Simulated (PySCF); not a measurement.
H9NSi3, SMILES [SiH3]N[SiH2][SiH3]. Heavy atoms are numbered as in [SiH3:1][NH:2][SiH2:3][SiH3:4]. Hydrogens are named by the atom that carries them.

Geometry optimised at PBE0-D3(BJ)/def2-SVP. The values are those of a single conformer.

Level of theory: ωB97X/def2-TZVP (PySCF).

Atomic charges (e), one atom of each kind:

| atom | Mulliken | Löwdin | meta-Löwdin |
|---|---|---|---|
| Si1 (SiH3) | ___ | 0.18 | 0.65 |
| N2 (NH) | ___ | -0.24 | -0.81 |
| Si3 (SiH2) | ___ | 0.08 | 0.54 |
| Si4 (SiH3) | ___ | 0.11 | 0.22 |
| H on Si1 | -0.05 | -0.05 | -0.12 |
| H on N2 | 0.23 | 0.18 | 0.24 |
| H on Si3 | -0.04 | -0.04 | -0.11 |
| H on Si4 | -0.03 | -0.03 | -0.08 |

**Question.** Some entries are withheld; supply them. (An estimate is asked for; the answer gives what the named calculation found.)

**Answer.** 
- Si1 (SiH3), Mulliken: 0.31
- N2 (NH), Mulliken: -0.55
- Si3 (SiH2), Mulliken: 0.27
- Si4 (SiH3), Mulliken: 0.05

Computed Mayer and Wiberg (Löwdin basis) orders of the bonds:
```tsv
bond	Mayer	Wiberg
Si1–N2	1.09	1.44
N2–Si3	1.09	1.41
Si3–Si4	0.95	1.13
```
